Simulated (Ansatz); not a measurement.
Input file for Ansatz (an electronic-structure program): R-wB97X-V/def2-TZVPP on Cl2H4Si2 (SMILES Cl[SiH2][SiH2]Cl).

Ansatz 0.2 input:
```yaml
crystal:
  periodic: [false, false, false]
  atoms:
    - {symbol: Cl, position_ang: [-2.26366842, 1.39349559, -0.28399198]}
    - {symbol: Si, position_ang: [-1.12621490, -0.31726852, 0.01924235]}
    - {symbol: Si, position_ang: [1.12619419, 0.31733872, -0.01880058]}
    - {symbol: Cl, position_ang: [2.26374770, -1.39395903, 0.28103461]}
    - {symbol: H, position_ang: [-1.50067524, -0.89983614, 1.32538967]}
    - {symbol: H, position_ang: [-1.43412090, -1.27825579, -1.06117621]}
    - {symbol: H, position_ang: [1.43490405, 1.27686192, 1.06270759]}
    - {symbol: H, position_ang: [1.49983351, 0.90162325, -1.32440545]}
basis:
  gaussian:
    orbitals: def2-TZVPP
hamiltonian:
  xc: {name: wB97X-V}
scf: {lower_state_search: off}
```

Task: What total energy does the run end on?

Result: -1501.7044 hartree.

Task: How many basis functions does it have, and what does it roughly cost on one machine?

Result: 224 functions; very roughly 8 core-seconds.
